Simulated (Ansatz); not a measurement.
Energy needed to pull apart CdHOF, closed shell, into free ground-state atoms, from the structure below (displaced at random from a GFN2-xTB minimum); no zero-point or spin–orbit terms; open-shell atoms are treated unrestricted, in their ground-state multiplicity.

O1  (-0.579, 0.521, -0.624)
Cd2  (1.102, 0.467, -0.290)
F3  (0.862, -1.011, 0.872)
H4  (-1.254, -0.324, 0.027)
(Å)

Program: Ansatz 0.2.0. Basis: def2-TZVPP. Cores are frozen in the correlated methods. Filled d shells of the heavier atoms are correlated. Core potentials replace the inner electrons of the atoms past krypton. B3LYP uses VWN-RPA correlation.

| method | atomization energy (kcal/mol) |
| --- | --- |
| PBE-D4 | 152.4 |
| r2SCAN-D4 | ? |
| PBE0-D4 | 136.0 |
| B3LYP-D4 | 134.7 |
| CAM-B3LYP-D4 | 142.4 |
| wB97M-V | 143.7 |
| HF | ? |
| MP2 | 144.1 |
| CCSD | 124.2 |
| CCSD(T) | 131.5 |

Problem. What does HF give? (An estimate is asked for; the value comes from the calculation.)

Solution. Computed: 32.5 kcal/mol, which is about 99.0 kcal/mol less than CCSD(T)/def2-TZVPP.

Problem. What does r2SCAN-D4 give? (To be estimated.)

Solution. The calculation gives: 145.5 kcal/mol, which is about 14.0 kcal/mol more than CCSD(T)/def2-TZVPP.

In triple zeta the MP2 and coupled-cluster atomization energies are still short of their basis limit by a few kcal/mol a bond, whereas those of the functionals are nearly converged, so these differences are not deviations from converged CCSD(T).

No T1 diagnostic of these runs exceeds 0.023.

For scale, one of the runs: CCSD(T)/def2-TZVPP forces, 132 basis functions, launched by `ansatz run in.yaml --threads 4 --pin off --events-out ev --progress --plain --max-ram 5222MiB`. The run took 2.4 min on 4 CPU threads of an Arm Neoverse V1 (shared host), with 1.5 GiB of host memory at its peak.
